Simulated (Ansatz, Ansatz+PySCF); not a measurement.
```xyz
4

B     0.0000    0.0000    0.0000
F     1.3104    0.0000    0.0000
F    -0.6552    1.1348    0.0000
F    -0.6552   -1.1348    0.0000
```

Basis set: def2-SVP (spherical functions). Left uncorrelated: 4 orbitals. Charge 0, multiplicity 1.

Computed with Ansatz (development build ahead of 0.2.0); each method stands on the lowest determinant of its kind that the runs found. Restricted open shells among the atoms or ions are ROHF, correlated in semicanonical orbitals with singles. Restricted functionals stand beside restricted open-shell atoms, which can lie above the unrestricted atoms usual in DFT and then raise those values.

Problem. Give the atomization energy at this shape (free ground-state atoms in the same class of orbitals less the molecule, no zero-point energy) of singlet BF₃ by ωB97X (restricted), ωB97X (unrestricted), r²SCAN (restricted), r²SCAN (unrestricted), PBE0 (unrestricted), PBE0 (restricted), PBE (unrestricted), PBE (restricted), RHF-CCSD(T), RHF-CCSD, RHF-MP2, RHF, UHF.

Solution.

```csv
method,atomization energy
ωB97X (restricted),2008.7 kJ/mol
ωB97X (unrestricted),1992.8 kJ/mol
r²SCAN (restricted),2032.9 kJ/mol
r²SCAN (unrestricted),2010.0 kJ/mol
PBE0 (unrestricted),1987.9 kJ/mol
PBE0 (restricted),2003.7 kJ/mol
PBE (unrestricted),2067.6 kJ/mol
PBE (restricted),2079.4 kJ/mol
RHF-CCSD(T),1890.9 kJ/mol
RHF-CCSD,1874.0 kJ/mol
RHF-MP2,1998.9 kJ/mol
RHF,1567.0 kJ/mol
UHF,1531.0 kJ/mol
```
